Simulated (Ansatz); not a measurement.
Relaxation of C3H11NSi2 (17 atoms, charge 0, multiplicity 1), to a largest force component of 0.015 eV/Å in at most 40 steps.

Computed with Ansatz 0.2.0, RKS PBE0-D4/6-31G*.

```xyz
17
Properties=species:S:1:pos:R:3
C 2.010 1.031 -1.131
C 0.594 0.909 -0.543
C -0.030 -0.213 -0.110
Si 0.745 -1.933 -0.105
Si -1.696 -0.288 0.620
N -2.190 1.310 1.042
H 2.551 1.823 -0.567
H 1.908 1.453 -2.179
H 2.554 0.174 -1.115
H 0.050 1.855 -0.458
H 1.227 -2.263 1.253
H -0.364 -2.930 -0.412
H 1.698 -2.060 -1.130
H -1.748 -1.013 1.930
H -2.696 -0.832 -0.306
H -3.041 1.556 0.539
H -1.482 1.981 0.716
```

Question: Where does it end, and by what steps?

Answer: It converged. The force dipped under the threshold on the way, but the program's further checks kept it going. After 25 steps the energy has fallen by 0.680 eV; H11 moved furthest, 1.04 Å.

```
step  energy less start (eV)  largest force component (eV/Å)  accepted
   0                  0.0000                           3.998       yes
   1                 -0.4907                           1.021       yes
   2                 -0.5450                           0.442       yes
   3                 -0.6023                           0.326       yes
   4                 -0.6299                           0.270       yes
   5                 -0.6102                           1.212        no
   6                 -0.6460                           0.114       yes
   7                 -0.6559                           0.101       yes
   8                 -0.6390                           0.286        no
   9                 -0.6612                           0.077       yes
  10                 -0.6656                           0.043       yes
  11                 -0.6666                           0.322       yes
  12                 -0.6696                           0.193       yes
  13                 -0.6716                           0.080       yes
  14                 -0.6733                           0.048       yes
  15                 -0.6743                           0.147       yes
  16                 -0.6754                           0.079       yes
  17                 -0.6765                           0.031       yes
  18                 -0.6773                           0.030       yes
  19                 -0.6774                           0.117       yes
  20                 -0.6786                           0.032       yes
  21                 -0.6791                           0.020       yes
  22                 -0.6793                           0.057       yes
  23                 -0.6796                           0.017       yes
  24                 -0.6797                           0.011       yes
  25                 -0.6797                           0.015       yes
```

```xyz
17
Properties=species:S:1:pos:R:3
C 1.989 0.999 -1.002
C 0.610 0.856 -0.443
C -0.010 -0.281 -0.078
Si 0.799 -1.964 -0.220
Si -1.754 -0.191 0.603
N -2.431 1.396 0.713
H 2.603 1.639 -0.356
H 1.959 1.487 -1.985
H 2.502 0.039 -1.116
H 0.071 1.803 -0.327
H 2.032 -2.075 0.614
H -0.163 -3.001 0.252
H 1.174 -2.298 -1.626
H -1.761 -0.775 1.976
H -2.654 -0.995 -0.274
H -2.750 1.880 -0.113
H -2.126 2.044 1.426
```

Whether the end is a true minimum wasn't checked by a vibrational analysis.

Time of the run: 110 s on 2 threads of AMD EPYC 7B13 (Zen 3), on a shared host, peak memory 0.34 GiB.
